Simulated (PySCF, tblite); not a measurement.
One entry of a table of gas-phase calculations, keyed by method. Lists by class give the value and the number of equivalent atoms.

```json
{
 "formula": "C6H15PSSi",
 "smiles": "C[SiH](C)P1CCSCC1",
 "inchi": "InChI=1S/C6H15PSSi/c1-9(2)7-3-5-8-6-4-7/h9H,3-6H2,1-2H3",
 "charge": 0,
 "multiplicity": 1,
 "geometry_level": "GFN2-xTB",
 "electronic_structure_code": "PySCF",
 "results": {
  "GFN2-xTB geometry": {
   "point_group": "Cs",
   "rotational_constants_GHz": [2.029, 0.551, 0.472]
  },
  "PBE0/pcSseg-1 ground state and GIAO shieldings, non-relativistic": {
   "dipole_D": 1.61,
   "homo_eV": -6.35,
   "lumo_eV": 0.53,
   "shift_vs_computed_TMS_C_by_class_ppm": [
    [36.8, 2],
    [26.5, 2],
    [-4.8, 2]
   ],
   "shift_vs_computed_TMS_H_by_class_ppm": [
    [4.51, 1],
    [2.83, 4],
    [1.88, 4],
    [0.14, 6]
   ],
   "shielding_other_nuclei_by_class_ppm": [
    ["Si", 358.9, 1],
    ["P", 442.9, 1],
    ["S", 477.5, 1]
   ]
  },
  "GFN2-xTB harmonic vibrations, gas phase": {
   "strongest_ir_bands_cm-1_km_per_mol_modes": [
    [587.8, 183.2, 1],
    [614.2, 60.4, 1],
    [826.5, 141.7, 1],
    [831.2, 84.4, 1],
    [845.5, 294.3, 1],
    [2112.0, 268.3, 1]
   ],
   "zpe_kcal_per_mol": 121.8
  }
 }
}
```

The zero-point energy, half the sum of the 66 harmonic wavenumbers, equals 42600 cm⁻¹ or 510 kJ/mol. With B = h/(8π²I), that is 505.379 GHz u Å² over I, the principal moments of inertia are 249.1, 917.1 and 1071.8 u Å² (most abundant isotopes); the inertial defect Ic − Ia − Ib is -94.4 u Å² (zero for a rigid planar frame, negative otherwise). A dipole of 1.61 D is allowed in Cs, and pure rotational transitions are dipole-allowed.

One conformer (not necessarily the lowest) at the GFN2-xTB geometry, without solvent or vibrations. NMR classes are plain means over equivalent atoms (diastereotopic ones count apart unless rotation or inversion swaps them), as if these changed places fast; in this geometry the members of some classes differ.
